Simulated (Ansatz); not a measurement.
Basis sets compared for PbF4. The state is a singlet with charge 0. Geometry PBE-D4/def2-SVP. Ansatz on 2 threads of Arm Neoverse V2 on a shared host; times are rough, and most runs start from earlier orbitals.

```xyz
5

Pb    0.0000    0.0000    0.0000
F    -1.4907   -0.7865   -1.1459
F     0.1848   -1.0871    1.7141
F    -0.4491    1.9326    0.4663
F     1.7551   -0.0590   -1.0345
```

In the def2 sets Pb takes a core potential; there is no spin–orbit coupling.

Binding counts from free atoms (Pb triplet, F doublet) in the same basis, without a counterpoise term.

```tsv
level	functions	energy (Eh)	HOMO (eV)	LUMO (eV)	binding per atom (eV)	wall time
PBE-D4/def2-SVP	82	-591.5797	-9.48	-6.47	3.06	0.85 s
PBE0-D4/def2-SVP	82	-591.5206	-11.77	-5.87	2.67	1.2 s
```

Q: Estimate the rows for PBE-D4/def2-TZVP, PBE0-D4/def2-TZVP.

A: 
```csv
level,functions,energy (Eh),HOMO (eV),LUMO (eV),binding per atom (eV),wall time
PBE-D4/def2-TZVP,174,-592.1140,-10.06,-6.89,3.12,2 s
PBE0-D4/def2-TZVP,174,-592.0492,-12.14,-6.18,2.76,2.9 s
```
